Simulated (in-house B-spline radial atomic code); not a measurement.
Configurations of Al⁺, with energies counted from [Ne] 3s2. Computed with an all-electron radial atomic-structure program (B-spline basis): Dirac-Hartree-Fock, average of configuration, Fermi nucleus of rms radius 3.061 fm. Energies include first-order Breit, QED and recoil terms.

Occupations are held fixed; configurations that lie above the ionisation limit could autoionise.

```tsv
configuration	E - E(ref) (eV)	highest orbital	its <r> (bohr)
[Ne] 3s1 (4f5/2)1	14.14	4f5/2	8.945
[Ne] 3s1 (7f5/2)1	16.437	7f5/2	33.62
[Ne] 3s1 (7g9/2)1	16.44	7g9/2	31.74
[He] 2s2 (2p1/2)1 (2p3/2)4 3s2 (4f7/2)1	87.469	4f7/2	8.919
[He] 2s2 (2p1/2)1 (2p3/2)4 3s2 (6f7/2)1	89.365	6f7/2	23.84
[He] 2s2 (2p1/2)1 (2p3/2)4 3s2 (7g9/2)1	89.773	7g9/2	31.74
```

(1) Order these further configurations by energy, lowest first.
A. [He] 2s1 2p6 3s2 (7f5/2)1
B. [He] 2s1 2p6 3s2 (3d3/2)1
C. [Ne] 3s1 (5g9/2)1
D. [He] 2s2 (2p1/2)1 (2p3/2)4 3s2 (6p3/2)1
E. [He] 2s2 (2p1/2)1 (2p3/2)4 3s2 (5g7/2)1

(2) How far above the reference does [Ne] 3s1 (5f5/2)1 lie?

(3) How far above the reference does [Ne] 3s1 (5p1/2)1 lie?

Answers

(1) C (15.374 eV), E (88.707 eV), D (88.759 eV), B (130.98 eV), A (136.89 eV).

(2) 15.367 eV; its least bound orbital is 5f5/2 with <r> = 15.67 bohr.

(3) 14.399 eV; its least bound orbital is 5p1/2 with <r> = 12.55 bohr.
